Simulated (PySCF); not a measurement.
Calculation: B3LYP-D3(BJ)/def2-TZVP // PBE0-D3(BJ)/def2-TZVP run with PySCF 2.14.0. Isolated molecules, 0 K electronic values unless said otherwise. B3LYP has the VWN-RPA correlation part, as in Gaussian. Delta-SCF ions had no search for a lower state. 

Reference species (SMILES): `[F][SnH2][F]` (neutral, multiplicity 1).

The vertical ionisation energy (Delta-SCF) is 12.23 eV and the HOMO is -9.66 eV. The HOMO–LUMO gap comes out as 8.32 eV.

After one change: the vertical ionisation energy (Delta-SCF) decreases by 0.71 eV; the HOMO goes up by 0.68 eV; the HOMO–LUMO gap goes up by 0.97 eV.

Question: What was changed between the two runs? The new species is one of these.
(A) `[F][SnH3]`
(B) `[F][SnH]([F])[F]`
(C) `[SnH4]`

Answer: C, `[SnH4]`
